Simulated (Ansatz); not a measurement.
`O[SiH]([AlH2])CF` at its PBE0-D4/def2-TZVP geometry, where that method's forces vanish. Total charge 0; spin multiplicity 1.

```xyz
11

O     1.7708    0.7957   -0.6988
Si    0.3856   -0.1064   -0.5765
Al    0.3608   -1.5732    1.4233
C    -1.1748    0.9762   -0.5857
F    -1.2938    1.7061   -1.7623
H     2.1297    1.1751    0.1035
H     0.3429   -0.9065   -1.8316
H    -0.7332   -2.7126    1.6045
H     1.4607   -1.3814    2.5590
H    -1.1836    1.6861    0.2505
H    -2.0649    0.3408   -0.4860
```

Task: What forces (eV/Å) does r2SCAN-D4/def2-TZVPP give on these atoms in Ansatz? (Estimate.)

Result: Ansatz gave: 
```
O1   0.057  0.042 -0.057
Si2 -0.016 -0.077  0.037
Al3 -0.007 -0.019  0.009
C4   0.020 -0.211  0.311
F5  -0.022  0.205 -0.329
H6   0.010  0.011  0.026
H7  -0.007  0.019  0.003
H8   0.021  0.017  0.006
H9  -0.021 -0.007 -0.017
H10 -0.014  0.009  0.005
H11 -0.020  0.009  0.005
```
